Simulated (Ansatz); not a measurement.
Program: Ansatz. Geometries: PBE0-D4/def2-TZVP. ΔE: electronic, gas phase. CCSD(T)/CBS is the MP2 limit (def2-TZVPP, def2-QZVPP) plus CCSD(T) − MP2 in def2-TZVPP, frozen cores. Functionals use def2-TZVPP. For As outer-core shells are correlated without core-valence functions, which leaves a few kJ/mol of doubt a bond. Scalar relativity is left out up to krypton. Each species was taken in one conformer, which may not be the lowest.

`CN([SiH3])[AsH2]` + `CNC[SiH2]Cl` → `CNC[AsH2]` + `CN([SiH3])[SiH2]Cl`  (redistribution)

```
             level  ΔE (kJ/mol)  difference from CCSD(T)/CBS
            PBE-D4        -78.4                          7.5
         r2SCAN-D4        -85.3                          0.6
           PBE0-D4        -81.5                          4.4
           ωB97M-V        -82.4                          3.5
            B2PLYP        -85.4                          0.5
               PBE        -79.8                          6.1
            r2SCAN        -85.6                          0.3
              PBE0        -82.8                          3.1
     HF/def2-TZVPP        -88.1                         -2.2
    MP2/def2-TZVPP        -88.4                         -2.5
SCS-MP2/def2-TZVPP        -86.5                         -0.6
     HF/def2-QZVPP        -88.0                         -2.1
    MP2/def2-QZVPP        -88.3                         -2.4
SCS-MP2/def2-QZVPP        -86.5                         -0.6
      HF/CBS(def2)        -88.0                         -2.1
    CCSD/CBS(def2)        -86.4                         -0.5
       CCSD(T)/CBS        -85.9                            0
```

Largest T1 diagnostic among the species: 0.011.
